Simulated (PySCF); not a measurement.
VF₄, SMILES [F][V+]([F])([F])[F], charge +1, multiplicity 1.

Geometry: B3LYP-D3(BJ)/def2-SVP. The spin state was assumed, not searched. The isomer is the one that the SMILES or the coordinates give; other isomers of the formula were not compared.

Computed with PySCF with PBE/def2-TZVP.

The molecule is in vacuum.

Question: Estimate the frontier levels, gap, dipole moment and polarisability. (An estimate is asked for; the answer gives what the named calculation found.)

Answer: 
The highest occupied level is -18.23 eV and the lowest empty level is -13.11 eV. The orbital gap is 5.12 eV. The dipole moment about the centre of nuclear charge is 0.00 D. The mean static polarisability is 29.9 bohr³ (4.44 Å³) and the polarisability, principal values is 29.9, 29.9, 29.9 bohr³.
